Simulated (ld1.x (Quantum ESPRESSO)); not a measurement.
## An all-electron radial function and its pseudo partner (La (Z = 57))

Columns: radius, all-electron u(r) and pseudo u(r) of the 4f shell (level -4.35 eV) of lanthanum in the configuration [Kr] 4d10 4f0 5s2 5p6 5d1 6s2 6p0; PBE, scalar-relativistic, RRKJ scheme, ld1.x (Quantum ESPRESSO) 7.5.

| r (bohr) | all-electron | pseudo |
| --- | --- | --- |
| 0.200 | 0.2072 | 0.0185 |
| 0.400 | 0.6466 | 0.2203 |
| 0.600 | 0.8805 | 0.6750 |
| 0.800 | 0.9143 | 1.0463 |
| 1.000 | 0.8514 | 1.0422 |
| 1.200 | 0.7573 | 0.8252 |
| 1.400 | 0.6598 | 0.6636 |
| 1.600 | 0.5682 | 0.5682 |
| 1.800 | 0.4857 | 0.4857 |
| 2.000 | 0.4135 | 0.4135 |
| 2.200 | 0.3514 | 0.3514 |
| 2.400 | 0.2987 | 0.2987 |
| 2.600 | 0.2544 | 0.2544 |
| 2.800 | 0.2171 | 0.2171 |
| 3.000 | 0.1859 | 0.1859 |
| 3.200 | 0.1598 | 0.1598 |
| 3.400 | 0.1378 | 0.1378 |
| 3.600 | 0.1192 | 0.1192 |
| 3.800 | 0.1035 | 0.1035 |
| 4.000 | 0.0900 | 0.0900 |
| 4.200 | 0.0785 | 0.0785 |
| 4.400 | 0.0685 | 0.0685 |
| 4.600 | 0.0599 | 0.0599 |
| 4.800 | 0.0524 | 0.0524 |
| 5.000 | 0.0459 | 0.0459 |
| 5.200 | 0.0402 | 0.0402 |

(1) How many radial nodes do the two functions have?

(2) At about which radius was the pseudo-wave matched?

(3) Where does each function peak?

(4) Is the pseudo-wave norm-conserving?

Results:

(1) The all-electron 4f function has n − l − 1 = 0; the pseudo-wave has 0.

(2) 1.55 bohr, where the columns begin to agree (steps of 0.20 bohr).

(3) Outermost all-electron maximum near 0.80 bohr, pseudo maximum near 0.80 bohr (to the table’s step).

(4) Yes: the RRKJ scheme keeps the norm inside the radius equal to the all-electron one, which fixes the energy derivative of the logarithmic derivative at the level.
